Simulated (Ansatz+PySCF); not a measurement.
**triplet CoF: levels of theory in one basis**

```xyz
2

Co    0.0000    0.0000    0.0000
F     0.0000    0.0000    1.7360
```

Basis set: def2-SVP (spherical functions). Correlated methods keep 6 orbitals frozen. Correlation on ROHF uses semicanonical orbitals with singles. Charge 0, multiplicity 3.

Computed with Ansatz (development build ahead of 0.2.0); each method stands on the lowest determinant of its kind that the runs found.

```json
{"method": "ROHF", "E − E(ROHF) (eV)": "0.00", "<S²> of the determinant": "2.00"}
{"method": "UHF", "E − E(ROHF) (eV)": "-2.37", "<S²> of the determinant": "2.97"}
{"method": "ROHF-MP2", "E − E(ROHF) (eV)": "-14.52", "<S²> of the determinant": "–"}
```

**Question.** What does UHF-MP2 give on the same scale?

**Answer.** -14.57 eV.

**Question.** Is a single determinant a sound starting point here?

**Answer.** It is doubtful. Unrestricted orbitals lower Hartree–Fock by 2.37 eV and <S²> is 2.97 where a pure state has 2.00, a sign of strong static correlation.

Caution: another spin multiplicity may lie lower. Caution for ROHF, ROHF-MP2: an unrestricted determinant lies well below. Caution for UHF, UHF-MP2: the unrestricted determinant is a mixture of spin states.
